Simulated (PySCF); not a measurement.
# Magnetic susceptibility: SMILES CSc1n[nH]nc1C, C₄H₇N₃S

Molfile (atoms numbered from 1):
```
C4H7N3S
     RDKit          3D

 15 15  0  0  0  0  0  0  0  0999 V2000
    2.7764    0.3183    0.1707 C   0  0  0  0  0  0  0  0  0  0  0  0
    1.4886   -0.8058   -0.4341 S   0  0  0  0  0  0  0  0  0  0  0  0
    0.0832    0.0890    0.0554 C   0  0  0  0  0  0  0  0  0  0  0  0
    0.1273    1.2560    0.6844 N   0  0  0  0  0  0  0  0  0  0  0  0
   -1.1440    1.5717    0.8616 N   0  0  0  0  0  0  0  0  0  0  0  0
   -2.0083    0.6957    0.3940 N   0  0  0  0  0  0  0  0  0  0  0  0
   -1.2762   -0.2708   -0.1310 C   0  0  0  0  0  0  0  0  0  0  0  0
   -1.8247   -1.4820   -0.7812 C   0  0  0  0  0  0  0  0  0  0  0  0
    2.6671    1.2787   -0.3224 H   0  0  0  0  0  0  0  0  0  0  0  0
    2.6704    0.4328    1.2445 H   0  0  0  0  0  0  0  0  0  0  0  0
    3.7298   -0.1369   -0.0765 H   0  0  0  0  0  0  0  0  0  0  0  0
   -1.4269    2.4223    1.3210 H   0  0  0  0  0  0  0  0  0  0  0  0
   -2.9096   -1.4509   -0.7532 H   0  0  0  0  0  0  0  0  0  0  0  0
   -1.4707   -2.3744   -0.2671 H   0  0  0  0  0  0  0  0  0  0  0  0
   -1.4867   -1.5358   -1.8151 H   0  0  0  0  0  0  0  0  0  0  0  0
  1  2  1  0
  2  3  1  0
  3  4  2  0
  4  5  1  0
  5  6  1  0
  6  7  2  0
  7  8  1  0
  7  3  1  0
  1  9  1  0
  1 10  1  0
  1 11  1  0
  5 12  1  0
  8 13  1  0
  8 14  1  0
  8 15  1  0
M  END
```

Method: GIAO wB97X-D/pcSseg-1 magnetisability, rotational g tensor and spin-rotation constants, non-relativistic, gas phase in PySCF 2.14.0. Geometry: GFN2-xTB.

Task: What are the magnetisability and the molar susceptibility?

Result: Isotropic -1351 × 10⁻³⁰ J/T², or -81.4 × 10⁻⁶ cm³/mol; principal values -1793, -1187, -1074 × 10⁻³⁰ J/T², anisotropy 669 × 10⁻³⁰ J/T² (root of half the summed squared differences of the principal values). The susceptibility is in cgs units.

Task: Split it along the inertial axes a, b, c into diamagnetic and paramagnetic parts about the centre of mass, with the quadrupole moment.

Result: 
| axis | χ (10⁻⁶ cm³/mol) | diamagnetic (10⁻⁶ cm³/mol) | paramagnetic (10⁻⁶ cm³/mol) | summed x² of all electrons (Å²) | quadrupole Θ (D Å) |
| --- | --- | --- | --- | --- | --- |
| a | -68.7 | -508.4 | 439.7 | 202.9 | +0.40 |
| b | -67.5 | -923.9 | 856.3 | 104.9 | +5.44 |
| c | -108.0 | -1305.9 | 1198.0 | 14.9 | -5.84 |

Anisotropies 2χaa − χbb − χcc = +38.2 and 2χbb − χaa − χcc = +41.6 × 10⁻⁶ cm³/mol. Θ is traceless in Buckingham's convention.

Task: And the rotational g tensor?

Result: 
| axis | rotational constant (GHz) | g | nuclear part | electronic part |
| --- | --- | --- | --- | --- |
| a | 3.0326 | -0.0349 | 0.5916 | -0.6265 |
| b | 1.4504 | -0.0195 | 0.5640 | -0.5835 |
| c | 0.9933 | +0.0086 | 0.5677 | -0.5590 |

Asymmetric top; isotopes 12C, 1H, 14N, 32S; no vibrational averaging.
